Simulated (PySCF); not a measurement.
## An isoelectronic series: ZrO₂, NbO₂⁺, MoO₂²⁺

Level: PBE0 in the def2-TZVP basis family, computed in PySCF with density fitting; scalar-relativistic core potentials for atoms from Rb on, none lighter, no spin–orbit coupling; open shells unrestricted.

Each entry is the lowest minimum that a search over a few typed start shapes (and spin states, where more than one is plausible) found, or that minimum re-optimised at the stated level; isomers with ligand–ligand bonds, or fragments after loss of a ligand pair, can lie lower.

| molecule | 2S+1 | point group | mean bond to the central atom (Å) | atomisation (kJ/mol) | lowest ω (cm⁻¹) | gap (eV) | distinct angles (°) |
| --- | --- | --- | --- | --- | --- | --- | --- |
| ZrO₂ | 1 | C2v | 1.762 | 1364 | 312 | 3.86 | 108 |
| NbO₂⁺ | 1 | C2v | 1.663 | – | 404 | 5.17 | 103 |
| MoO₂²⁺ | 1 | C2v | 1.605 | – | 476 | 5.45 | 101 |

The bond shortens at every step; the largest change, -0.099 Å, falls between ZrO₂ and NbO₂⁺ among the members listed.

Left out of the table are members whose search was unfinished or whose lowest solution was spin-contaminated, unstable, very soft or bonded differently.
